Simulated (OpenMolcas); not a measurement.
# d3 ions of charge +4 down a group with 6 water ligands in octahedral coordination

* Program: OpenMolcas
* Method: SS-CASPT2, IPEA 0.25 Eh, imaginary shift 0.1 Eh
* Spin-orbit coupling: RASSI with atomic mean-field integrals over the reference wave functions

The d shell is active; CASPT2 correlates the ligand valence shells and the outer metal core. Anionic complexes are neutralised by point charges behind the ligands. Distances were set from a Shannon-type radius of the metal (high-spin where two are listed) plus a fixed donor radius (H2O 1.36 Å). Ligand basis ANO-RCC-VDZP, DKH2 Hamiltonian. States (labels of O, taken over from Oh, the nearest higher group). Energies in cm-1 above the lowest state or level, χT in cm3 K/mol. Spin-only χT is S(S+1) / 2 for the spin of the ground state.

| Ion | Shell | R (Å) | Metal basis | Ground state | First state of that spin | First gap with spin-orbit (degeneracies) | χT at 300 K | First state of another spin | Spin-only χT |
| --- | --- | --- | --- | --- | --- | --- | --- | --- | --- |
| Tc4+ | 4d3 | 2 | ANO-RCC-VTZP | 4A2 | 4T2 33130 | 10570 (4, 4) | 1.777 | 2E 10610 | 1.875 |
| Re4+ | 5d3 | 1.99 | ANO-RCC-VDZP | 4A2 | 4T2 39070 | 10430 (4, 4) | 1.438 | 2E 11270 | 1.875 |

The rows also differ in their metal basis, so part of each step comes from that.

χT departs most from the spin-only value for Re4+, by -0.437 cm3 K/mol.

Roots that are degenerate in the reference are averaged as groups; the widest CASPT2 spread within a group is 1100 cm-1 (the 3-fold group of multiplicity 2 near 90000 cm-1 above the lowest state of its run, Tc4+). Shifts and gaps below about the spread of the groups concerned are not significant. Over all roots computed the reference weight is 0.68 to 0.69 in Tc4+, 0.70 to 0.71 in Re4+; a low but even weight reflects the number of correlated electrons. Ligand-to-metal charge-transfer states are missing. With no ligand orbital active B as a rule stays too high, so bands that hang on it stand too high and its fall with covalency is understated. With one d shell and no ligand orbital active, 10Dq can be off by a tenth or more. The least metal-like active orbital is 77 % on the metal (Löwdin) and no ligand orbital is active, so the numbers are rough (holds for Tc4+). The least metal-like active orbital is 74 % on the metal (Löwdin) and no ligand orbital is active, so the numbers are rough (holds for Re4+). No measured value stands beside these numbers; the geometry was imposed, not optimised, and the real ion may take another.
